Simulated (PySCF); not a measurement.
Structure with atom numbers: `[CH3:1][c:2]1[p:3][cH:4][cH:5][cH:6][c:7]1[C:8]#[N:9]`. Hydrogens are named by the atom that carries them.

[PySCF: PBE0/pcSseg-1 with gauge-including orbitals; geometry: GFN2-xTB; no solvent model; non-relativistic Hamiltonian; rapidly exchanging positions averaged; single conformer]

δ = σ(ref) − σ, references computed at the same level: TMS for ¹³C, ¹H; H3PO4 for ³¹P; NH3 for ¹⁵N.

| atoms | nucleus | count | Hirshfeld charge | δ (ppm) |
| --- | --- | --- | --- | --- |
| C4 | ¹³C | 1 | -0.09 | 169.8 |
| P3 | ³¹P | 1 | 0.11 | ? |
| C6 | ¹³C | 1 | -0.02 | ? |
| H(C1) | ¹H | 3 | 0.05 | 3.15 |
| C5 | ¹³C | 1 | -0.04 | ? |
| N9 | ¹⁵N | 1 | -0.21 | 326.0 |
| C8 | ¹³C | 1 | 0.08 | 123.2 |
| C7 | ¹³C | 1 | 0.01 | ? |
| C1 | ¹³C | 1 | -0.12 | 28.2 |
| H(C4) | ¹H | 1 | 0.05 | 9.27 |
| H(C6) | ¹H | 1 | 0.06 | 8.11 |
| C2 | ¹³C | 1 | -0.03 | 186.3 |
| H(C5) | ¹H | 1 | 0.06 | 8.10 |

Question: Estimate the values marked ?.

Answer: 
- C6: 140.7 ppm, aromatic CH
- C5: 136.3 ppm, aromatic CH; the aromatic region
- C7: 122.6 ppm, substituted aromatic carbon
- P3: 230.8 ppm, phosphorus bonded to 2 C, in a 6-membered ring

Shifts are as computed. Against solution values, carbons near 30 ppm lie about +3 ppm off and those near 130 ppm about +5 ppm. Of 1211 compounds with measured shifts, 218 miss one by over three times the rms of a fit or turn the order of signals round; such compounds aren't used in these exercises. Experimental scales use liquid or dissolved standards, which lie at an offset from isolated NH3 (liquid NH3: subtract about 20 ppm) and H3PO4. Unscaled 15N shifts of sp2 nitrogen come out 20 to 40 ppm too high even then.
